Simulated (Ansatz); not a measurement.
Born–Oppenheimer molecular dynamics of Cl$_{3}$H$_{3}$Sn (7 atoms, charge 0, multiplicity 1). It starts at the highest image of a converged band. Of that band: Neighbouring images differ by up to 1.2 eV, so the band resolves the path poorly. A vibrational analysis at the climbing image gives one clearly imaginary mode, 1090i cm⁻¹: a first-order saddle point.

These are results of RKS BLYP-D4/def2-SVP in Ansatz, not measurements.

```json
{
 "ensemble": "NVE (velocity Verlet)",
 "time step": "0.5 fs",
 "steps asked": "200",
 "starting velocities drawn for": "300 K",
 "seed": "5821"
}
```

First frame:

```xyz
7
Properties=species:S:1:pos:R:3
Sn 0.209 -0.207 -0.100
H -0.104 0.051 1.871
Cl 2.417 0.114 -0.919
H -0.594 1.305 -0.421
Cl -1.105 -1.820 -1.250
Cl 1.126 -2.180 1.620
H 0.353 -0.822 2.051
```

Problem. How far do the bonds stretch over the last three quarters of this one trajectory? (Pairs bonded in most of those frames.)

Solution. 
```json
{"bond": "Sn1–H2", "mean (Å)": "1.751", "spread (Å)": "0.107", "shortest": "1.58", "longest": "1.91"}
{"bond": "Sn1–Cl3", "mean (Å)": "2.421", "spread (Å)": "0.030", "shortest": "2.36", "longest": "2.46"}
{"bond": "Sn1–H4", "mean (Å)": "1.738", "spread (Å)": "0.037", "shortest": "1.67", "longest": "1.79"}
{"bond": "Sn1–Cl5", "mean (Å)": "2.395", "spread (Å)": "0.017", "shortest": "2.37", "longest": "2.43"}
{"bond": "Cl6–H7", "mean (Å)": "1.325", "spread (Å)": "0.080", "shortest": "1.20", "longest": "1.44"}
```

Mean temperature of the second half: 1590 K. The conserved energy stayed within 0.41 meV per atom of its start (net change -0.36 meV per atom), so the integration is sound. The kinetic energy rose, since the run started high on the potential surface and went downhill. It ends in pieces (Cl2H2Sn + ClH), so much of that is their flight and rotation, not heat. A run of 0.1 ps of so small a system gives no equilibrium averages. The orbitals stay closed-shell, which can raise the energy where a bond breaks towards radicals; this wasn't checked here.

Time of the run: 3 min on 2 threads of Intel(R) Xeon(R) 6975P-C (Granite Rapids) (shared host), peak memory 0.16 GiB.
